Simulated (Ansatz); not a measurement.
Geometry optimisation, RKS revPBE/6-31G* (Ansatz 0.2.0).

input.yaml

```yaml
crystal:
  periodic: [false, false, false]
  atoms:
    - { symbol: Al, position_ang: [0.0, 0.0, 0.0] }
    - { symbol: F, position_ang: [0.0, 0.0, 2.04] }
    - { symbol: F, position_ang: [1.4635, 0.0, -0.845] }
    - { symbol: H, position_ang: [-1.351, 0.0, -0.78] }
    - { symbol: O, position_ang: [0.0869, -1.972, 0.6559] }
    - { symbol: Si, position_ang: [-0.6831, -3.2686, -0.0846] }
    - { symbol: H, position_ang: [0.2217, -4.4137, -0.1261] }
    - { symbol: H, position_ang: [-1.8799, -3.6221, 0.6732] }
    - { symbol: H, position_ang: [-1.0612, -2.8984, -1.4453] }
    - { symbol: H, position_ang: [0.0526, -1.1932, 1.752] }
basis:
  gaussian: { orbitals: "6-31G*" }
hamiltonian:
  xc: revpbe
relax:
  f_tol: 0.15
  max_steps: 25
  restrain:
    - { distance: [0, 4], at: 2.98, k: 30.0 }
    - { distance: [9, 1], at: 2.12, k: 30.0 }
    - { distance: [0, 1], at: 1.69, k: 30.0 }
    - { distance: [9, 4], at: 1.01, k: 30.0 }
```

Launched with:

```bash
$ ansatz run input.yaml --threads 2 --pin off --max-ram 3072MiB --backend cpu --events-out ev --progress --plain --runs-dir out
```

Q: Where does it end, and by what steps?

A: It converged. The restraints hold the end off the free minimum; the threshold counts their pulls, which the force column leaves out. Restrained pairs: Al1–O5 (2.08 → 2.97 Å), F2–H10 (1.23 → 2.12 Å), Al1–F2 (2.04 → 1.69 Å), O5–H10 (1.35 → 0.99 Å). After 10 steps the energy has fallen by 0.893 eV (the restraints' own energy left out); F3 moved furthest, 1.11 Å.

```
step  energy less start (eV)  largest force component (eV/Å)  accepted
   0                  0.0000                           2.923       yes
   1                  0.0694                           3.693       yes
   2                 -0.2287                           2.110       yes
   3                 -0.4051                           1.562       yes
   4                 -0.6216                           1.351       yes
   5                 -0.6998                           1.135       yes
   6                 -0.8086                           0.936       yes
   7                 -0.8341                           0.938       yes
   8                 -0.8742                           0.680       yes
   9                 -0.8782                           0.513       yes
  10                 -0.8926                           0.713       yes
```

```xyz
10
Properties=species:S:1:pos:R:3
Al 0.111 0.521 -0.060
F -0.261 0.220 1.559
F 1.670 1.005 -0.408
H -1.047 0.609 -1.141
O 0.308 -2.366 0.592
Si -0.758 -3.592 0.089
H 0.029 -4.851 -0.110
H -1.829 -3.815 1.121
H -1.405 -3.223 -1.213
H 0.033 -1.876 1.411
```

Time of the run: 25 s on 2 threads of Arm Neoverse V1 (shared host), peak memory 0.15 GiB.
